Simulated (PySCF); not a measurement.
$^{17}$O chemical shifts

How the numbers were obtained: PBE0/pcSseg-1 with gauge-including orbitals, structure optimised with GFN2-xTB, in PySCF (one conformer, fast rotation and ring inversion assumed for equivalent nuclei, in vacuum, relativity neglected).

Shieldings were converted by a linear fit to measured shifts: $^{17}$O (scatter 10.7 ppm rms, 12.2 ppm with the 3 outliers that the fit left out vs liquid water, solution or neat liquid). Occasional misses reach two or three times the rms, and more in compound classes unlike the fitted ones.

Task: Give the $^{17}$O shifts of `Cc1ccc(P(=O)(O)O)cc1`, `C#C[C@@]12CC=C[C@@H]1[C@H]2OC=O`, `COC(=O)c1ccpc(C)p1`, `CO/C(F)=C(\F)C(=O)Cl`.

Result: 
```tsv
compound	environment	δ (ppm)
[CH3:1][c:2]1[cH:3][cH:4][c:5]([P:6](=[O:7])([OH:8])[OH:9])[cH:10][cH:11]1	O7: P=O oxygen	99.5
[CH3:1][c:2]1[cH:3][cH:4][c:5]([P:6](=[O:7])([OH:8])[OH:9])[cH:10][cH:11]1	O8/9: oxygen bonded to P, H (×2)	73.3
[CH:1]#[C:2][C@@:3]12[CH2:4][CH:5]=[CH:6][C@@H:7]1[C@H:8]2[O:9][CH:10]=[O:11]	O11: ester carbonyl oxygen	360.4
[CH:1]#[C:2][C@@:3]12[CH2:4][CH:5]=[CH:6][C@@H:7]1[C@H:8]2[O:9][CH:10]=[O:11]	O9: ester alkoxy oxygen	161.8
[CH3:1][O:2][C:3](=[O:4])[c:5]1[cH:6][cH:7][p:8][c:9]([CH3:10])[p:11]1	O4: ester carbonyl oxygen	332.1
[CH3:1][O:2][C:3](=[O:4])[c:5]1[cH:6][cH:7][p:8][c:9]([CH3:10])[p:11]1	O2: ester alkoxy oxygen	127.6
[CH3:1][O:2]/[C:3]([F:4])=[C:5](\[F:6])[C:7](=[O:8])[Cl:9]	O8: carbonyl oxygen	449.7
[CH3:1][O:2]/[C:3]([F:4])=[C:5](\[F:6])[C:7](=[O:8])[Cl:9]	O2: ether oxygen	74.5
```
